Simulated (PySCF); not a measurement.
Electronic structure of P⁺ (phosphorus, charge +1) at the UHF level

Configuration: [Ne] 3s2 3p2, high-spin 3P determinant. Calculation: PySCF 2.14, in x2c-TZVPall; the spin-free X2C one-electron Hamiltonian (Gaussian nucleus).

```json
{
  "Total energy": "-341.162278 hartree",
  "One-electron energy": "-466.8985 hartree",
  "Hartree (Coulomb) energy": "148.1902 hartree",
  "Exchange energy": "-22.4540 hartree",
  "⟨S²⟩": "2.0130",
  "⟨L²⟩": "2.039",
  "Sum of ⟨r⟩": "12.09 bohr",
  "Sum of ⟨r²⟩": "20.93 bohr²",
  "Traceless quadrupole moment −½Σ⟨3z² − r²⟩ along its main axis": "2.14 e·bohr²",
  "Langevin diamagnetic susceptibility": "-16.6 ×10⁻⁶ cm³/mol",
  "Time after the integrals": "0.08 s of wall time on 1 thread of Neoverse-V2 (shared host)"
}
```

| shell | electrons | mean orbital energy (hartree) | spread (hartree) | rms radius, mean of both spins (bohr) |
| --- | --- | --- | --- | --- |
| 1s α | 1 | -80.60680 | 0 | 0.120 |
| 1s β | 1 | -80.58863 | 0 | 0.120 |
| 2s α | 1 | -7.95916 | 0 | 0.560 |
| 2s β | 1 | -7.94098 | 0 | 0.560 |
| 2p α | 3 | -5.81710 | 0.01700 | 0.539 |
| 2p β | 3 | -5.78353 | 0.02010 | 0.539 |
| 3s α | 1 | -1.14155 | 0 | 1.99 |
| 3s β | 1 | -0.93788 | 0 | 1.99 |
| 3p α | 2 | -0.72459 | 0 | 2.31 |

Densities and radii are taken from the X2C orbitals without a picture-change correction, which distorts them close to the nucleus.
